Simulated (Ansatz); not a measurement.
Calculated with Ansatz (gas phase, PBE0-D4/def2-TZVP geometries, no zero-point term in ΔE). CBS: MP2 limit from def2 TZ/QZ plus the TZ coupled-cluster correction, frozen cores.

Reaction (formal exchange of groups at the Si–Si bond): `F[SiH]([SiH3])Cl` + `CN1COC1F` → `FC1OCN1[SiH3]` + `C[SiH](F)Cl`

```
           species  HF/def2-TZVPP energy (Eh)
`F[SiH]([SiH3])Cl`                -1139.32928
        `CN1COC1F`                 -345.94492
   `FC1OCN1[SiH3]`                 -597.03183
     `C[SiH](F)Cl`                 -888.29444
```

Question: Work out ΔE.

Answer: ΔE = (-597.03183) + (-888.29444) − (-1139.32928) − (-345.94492) = -0.05207 Eh = -1.42 eV. CCSD(T)/CBS gives -1.33 eV.

Largest T1 diagnostic among the species: 0.012.

From PBE to PBE0 (25 % exact exchange), in def2-TZVPP and without D4, ΔE moves by −0.08 eV.
